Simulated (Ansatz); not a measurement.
Program: Ansatz. Geometries: PBE0-D4/def2-TZVP. ΔE: electronic, gas phase. CCSD(T)/CBS is the MP2 limit (def2-TZVPP, def2-QZVPP) plus CCSD(T) − MP2 in def2-TZVPP, frozen cores. This one scheme is used for every species. Functionals use def2-TZVPP. B3LYP here is the variant with VWN-RPA as its local correlation; programs differ in this. HSE06 is defined as in plane-wave codes. Each species was taken in one conformer, which may not be the lowest.

`BC(F)F` + `N=C(N)F` → `BNC(=N)F` + `FCF`  (ligand exchange at a B–C bond)

`BC(F)F`:

```xyz
7

B    -0.193   -0.190    0.903
C     0.127    0.133   -0.607
F     1.453    0.326   -0.865
F    -0.316   -0.814   -1.484
H    -1.179   -0.806    1.163
H     0.502    0.274    1.751
H    -0.392    1.077   -0.862
```

`N=C(N)F`:

```xyz
7

N     0.750   -1.120    0.344
C    -0.128   -0.260    0.109
N     0.046    0.892   -0.584
F    -1.419   -0.375    0.485
H     0.365   -1.927    0.822
H     1.001    1.158   -0.747
H    -0.616    1.631   -0.428
```

`BNC(=N)F`:

```xyz
9

B    -0.118    1.071   -1.116
N    -0.284    0.583    0.194
C     0.078   -0.660    0.670
N     0.611   -1.581    0.026
F    -0.240   -0.742    1.980
H    -0.501    2.182   -1.325
H     0.383    0.378   -1.940
H    -0.707    1.163    0.903
H     0.777   -2.395    0.607
```

`FCF`:

Cartesian coordinates in Å:
```
F 0.181 -0.421 1.227
C 0.049 0.042 -0.036
F -1.132 -0.387 -0.532
H 0.045 1.135 -0.012
H 0.857 -0.369 -0.647
```

| level | ΔE (kJ/mol) | difference from CCSD(T)/CBS |
| --- | --- | --- |
| PBE0-D4 | -143.9 | 4.5 |
| r2SCAN0-D4 | -144.6 | 3.8 |
| HSE06-D4 | -144.0 | 4.4 |
| CAM-B3LYP-D4 | -145.5 | 2.9 |
| BLYP | -143.3 | 5.1 |
| PBE0 | -142.8 | 5.6 |
| B3LYP | -143.9 | 4.5 |
| r2SCANh | -143.6 | 4.8 |
| BHLYP | -144.8 | 3.6 |
| LC-ωPBE | -140.0 | 8.4 |
| HF/def2-SVP | -146.9 | 1.5 |
| CCSD/def2-SVP | -158.6 | -10.2 |
| CCSD(T)/def2-SVP | -161.4 | -13.0 |
| HF/def2-TZVPP | -142.9 | 5.5 |
| SCS-MP2/def2-TZVPP | -150.9 | -2.5 |
| SCS-MP2/def2-QZVPP | -149.6 | -1.2 |
| CCSD(T)/CBS | -148.4 | 0 |

Largest T1 diagnostic among the species: 0.014.

Leaving LDA and LC-ωPBE aside and taking each functional with its dispersion term where it has one, the values, not all of them listed here, spread over 6.2 kJ/mol, from B2PLYP to ωB97X-V. LDA lies −5.7 kJ/mol from PBE without D4. At CCSD(T), def2-SVP lies −13.0 kJ/mol from the extrapolated value and def2-TZVPP −2.7 kJ/mol. In def2-TZVPP, CCSD(T) changes the Hartree–Fock value by −8.1 kJ/mol (the triples alone add −2.2 kJ/mol) and MP2 by −10.0 kJ/mol.
